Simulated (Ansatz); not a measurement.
**Abstraction of F: BF3 + CH2Br → BF2 + CH2BrF**

Gas-phase species: BF3 (boron trifluoride) `FB(F)F`, singlet; CH2Br `[CH2]Br`, doublet; BF2 `F[B]F`, doublet; CH2BrF (bromofluoromethane) `FCBr`, singlet. A radical takes F: the energy is the difference in strength between the B–F bond broken and the C–F bond made.

Shapes, held fixed at every level: PBE0-D4/def2-TZVP. Programs: Ansatz 0.2.0. The zero-point and thermal change to 298 K, harmonic and unscaled (PBE0-D4/def2-TZVP), is +6.2 kJ/mol.

(1) Estimate ΔH(298 K) of this reaction.

## Answers

(1) The highest level, CCSD(T)/def2-TZVPP, gives ΔH(298 K) = +260.9 kJ/mol; the levels span +253.2 to +272.5. The column of differences is taken from that level and isn't an error. No measured value is set beside it here. Open shells run unrestricted. Relativity is left out for Br. Outer-core shells of Br are correlated, in sets that cover them unevenly.

```json
{"level": "MP2/def2-SVP", "kind": "perturbation theory", "ΔH(298 K) (kJ/mol)": "+269.6", "less CCSD(T)/def2-TZVPP": "+8.7"}
{"level": "HF/def2-TZVPP", "kind": "Hartree–Fock", "ΔH(298 K) (kJ/mol)": "+272.5", "less CCSD(T)/def2-TZVPP": "+11.6"}
{"level": "r2SCAN-D4/def2-TZVPP", "kind": "meta-GGA", "ΔH(298 K) (kJ/mol)": "+253.2", "less CCSD(T)/def2-TZVPP": "-7.7"}
{"level": "BHLYP-D4/def2-TZVPP", "kind": "global hybrid", "ΔH(298 K) (kJ/mol)": "+266.7", "less CCSD(T)/def2-TZVPP": "+5.8"}
{"level": "wB97M-V/def2-TZVPP", "kind": "range-separated hybrid", "ΔH(298 K) (kJ/mol)": "+257.7", "less CCSD(T)/def2-TZVPP": "-3.2"}
{"level": "CCSD/def2-TZVPP", "kind": "coupled cluster or CI", "ΔH(298 K) (kJ/mol)": "+265.6", "less CCSD(T)/def2-TZVPP": "+4.7"}
{"level": "CCSD(T)/def2-TZVPP", "kind": "coupled cluster or CI", "ΔH(298 K) (kJ/mol)": "+260.9", "less CCSD(T)/def2-TZVPP": "0.0"}
```
